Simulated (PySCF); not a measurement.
**Working out the ionisation energy of Sn**

Sn [Kr] 4d10 5s2 5p2 (3P) → Sn⁺ [Kr] 4d10 5s2 5p1 (2P). Computed with PySCF 2.14 in cc-pVTZ-PP with ECP28MDF (5s4p3d1f, 39 functions), with a scalar-relativistic core potential. Frozen: 4s2 4p6 4d10. Energies in hartree (1 hartree = 27.21139 eV):

```
            part   Sn (lower)  Sn⁺ (upper)
             UHF  -213.340244  -213.088256
CCSD correlation    -0.056113    -0.044054
             (T)    -0.001563    -0.000664
```

Q: What does Hartree-Fock give?

A: (-213.088256) − (-213.340244) = 0.251988 hartree = 6.857 eV.

Q: What do CCSD and CCSD(T) give?

A: The CCSD correlation energies differ by 0.012059 hartree = 0.328 eV and the triples by 0.000899 hartree = 0.024 eV, so CCSD gives 7.185 eV and CCSD(T) 7.209 eV.

Measured between the centres of the two terms (NIST): 7.389 eV, so CCSD(T) (valence) is off by -0.180 eV.

What remains against the reference includes basis incompleteness, the frozen core and higher excitations.
